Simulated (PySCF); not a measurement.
**Excitation energy of Si+ by level of theory**

Si+ [Ne] 3s2 3p1 (2P) → Si+ [Ne] 3s2 4s1 (2S), as a difference of total energies. All numbers are calculated (PySCF 2.14, the non-relativistic Hamiltonian (point nucleus), in aug-cc-pV(Q+d)Z). Correlated levels: valence: [Ne] frozen. The calculations carry no spin-orbit coupling.

```tsv
method	excitation energy (cm⁻¹)	error (cm⁻¹)
UHF	64454	-855
MP2 (valence)	64855	-454
SCS-MP2 (valence)	65027	-282
CCSD (valence)	65294	-15
CCSD(T) (valence)	65299	-10
```

Reference: 65309 cm⁻¹ (measured; NIST levels, between the centres of gravity of the two terms).

Errors of the correlated levels include the incompleteness of this basis and the frozen core.
